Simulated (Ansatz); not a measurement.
Relaxation of a periodic cell of 17 atoms, Ba16C (host Ba, host structure bcc, interstitial C), to a largest force component of 0.03 eV/Å in at most 60 steps.

Level of theory: DFT PBE, scalar-relativistic, plane waves, PAW (Ansatz 0.2.0). Settings: cutoff 420 eV, k mesh 2x2x2, gaussian smearing 0.15 eV, no spin polarisation.

```xyz
17
Lattice="10.0400 0.0000 0.0000 0.0000 10.0400 0.0000 0.0000 0.0000 10.0400" Properties=species:S:1:pos:R:3
Ba 0.000 0.000 0.000
Ba 5.020 0.000 0.000
Ba 0.000 5.020 0.000
Ba 0.000 0.000 5.020
Ba 2.510 2.510 2.510
Ba 5.020 5.020 0.000
Ba 5.020 0.000 5.020
Ba 7.530 2.510 2.510
Ba 0.000 5.020 5.020
Ba 2.510 7.530 2.510
Ba 2.510 2.510 7.530
Ba 5.020 5.020 5.020
Ba 7.530 7.530 2.510
Ba 7.530 2.510 7.530
Ba 2.510 7.530 7.530
Ba 7.530 7.530 7.530
C 0.029 1.270 2.443
```

Question: Where does it end, and by what steps?

Answer: The run converged. The force dipped under the threshold on the way, but the program's further checks kept it going. Limits of this set-up: coarse k mesh. After 4 steps the energy has fallen by 0.521 eV; Ba4 moved furthest, 0.26 Å.

```tsv
step	energy less start (eV)	largest force component (eV/Å)	accepted
0	0.0000	0.855	yes
1	-0.4588	0.250	yes
2	-0.4897	0.159	yes
3	-0.5215	0.024	yes
4	-0.5215	0.024	yes
```

```xyz
17
Lattice="10.0400 0.0000 0.0000 0.0000 10.0400 0.0000 0.0000 0.0000 10.0400" Properties=species:S:1:pos:R:3
Ba 0.001 0.231 0.113
Ba 5.022 -0.111 -0.130
Ba 0.002 4.867 0.109
Ba 0.001 0.227 4.899
Ba 2.400 2.288 2.508
Ba 5.022 5.085 0.082
Ba 5.022 -0.112 5.141
Ba 7.643 2.289 2.507
Ba 0.002 4.867 4.903
Ba 2.403 7.675 2.505
Ba 2.639 2.621 7.525
Ba 5.022 5.087 4.931
Ba 7.640 7.675 2.505
Ba 7.405 2.621 7.525
Ba 2.422 7.466 7.526
Ba 7.621 7.465 7.526
C 0.001 1.267 2.507
```

Whether the end is a true minimum wasn't checked by a vibrational analysis.

The run took 59 s on 4 threads of Arm Neoverse V2 (shared host), peak memory 2.8 GiB.
